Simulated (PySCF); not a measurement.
C4H10Si2, SMILES [SiH2](/C=C/[SiH3])C=C. Atoms are numbered in the order given.

```xyz
16

C      3.6195    -0.9130    -0.0917
C      2.5614    -0.3149     0.4732
Si     1.2941     0.6829    -0.4819
C     -0.4124    -0.0932    -0.3420
C     -1.4812     0.5158     0.2081
Si    -3.1798    -0.2670     0.3667
H      3.8169    -0.8412    -1.1676
H      4.3391    -1.5003     0.4905
H      2.4213    -0.4287     1.5571
H      1.1948     2.0739     0.0539
H      1.7343     0.7235    -1.9095
H     -0.5352    -1.1183    -0.7231
H     -1.3551     1.5401     0.5906
H     -4.2055     0.5443    -0.3557
H     -3.5944    -0.3423     1.8002
H     -3.1405    -1.6423    -0.2093
```
Charge 0, spin multiplicity 1.

Coordinates come from a B3LYP-D3(BJ)/def2-SVP optimisation. The structure was generated by enumeration; whether it is a known compound was not checked. The values are those of a single conformer.

These are TDA-PBE/def2-SVPD (PySCF) values and carry that method's errors.

Vertical excitations. The molecule is in vacuum.

```
state  energy (eV)  λ (nm)      f                                                                 main pairs
-----  -----------  ------  -----  -------------------------------------------------------------------------
S1            4.95     251  0.033                                           HOMO→LUMO 70 %, HOMO−1→LUMO 17 %
S2            5.30     234  0.051                     HOMO−1→LUMO+1 46 %, HOMO−1→LUMO 34 %, HOMO→LUMO+1 11 %
S3            5.38     231  0.015                                                           HOMO−2→LUMO 83 %
S4            5.71     217  0.002    HOMO−3→LUMO 32 %, HOMO→LUMO+1 31 %, HOMO−2→LUMO+1 26 %, HOMO−2→LUMO 5 %
S5            5.94     209  0.233  HOMO−3→LUMO 30 %, HOMO−2→LUMO+1 27 %, HOMO−1→LUMO+1 19 %, HOMO−1→LUMO 9 %
S6            6.22     199  0.089                                                           HOMO−4→LUMO 80 %
T1            4.03     307      0                                           HOMO−1→LUMO 50 %, HOMO→LUMO 39 %
T2            4.21     295      0      HOMO→LUMO+1 29 %, HOMO→LUMO 29 %, HOMO−1→LUMO 24 %, HOMO−2→LUMO+1 9 %
```
Triplets are in the Tamm–Dancoff approximation.
